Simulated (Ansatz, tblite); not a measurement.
Cost and result up the ladder for BiCl3 (4 atoms). Charge 0, multiplicity 1. Geometry: r2SCAN-D4/def2-SVP.

Cartesian coordinates in Å:
```
Bi 0.2287 -0.2149 0.8278
Cl 1.9944 -0.0991 -0.8931
Cl -0.8435 1.9726 0.4299
Cl -1.3796 -1.6586 -0.3646
```

Ansatz on 4 threads of Arm Neoverse V2 on a shared host; xTB runs through tblite on one thread. Times are rough, summed over both states, and most runs start from the orbitals of an earlier one. No level here is sound enough to serve as a yardstick. The other state is a triplet.

In the def2 sets Bi takes a core potential; there is no spin–orbit coupling. The xTB rows come from tblite.

xTB has no spin-polarisation term.

```tsv
level	functions	wall time
GFN2-xTB	31	0.007 s
GFN1-xTB	31	0.012 s
PBE-D4/def2-TZVP	161	4.6 s
r2SCAN-D4/def2-TZVP (with forces)	161	12 s
```

(1) Estimate what each level gives for the vertical triplet (eV).

## Answers

(1) 
| level | vertical triplet (eV) |
| --- | --- |
| GFN2-xTB | 5.41 |
| GFN1-xTB | 5.30 |
| PBE-D4/def2-TZVP | 4.28 |
| r2SCAN-D4/def2-TZVP (with forces) | 4.43 |
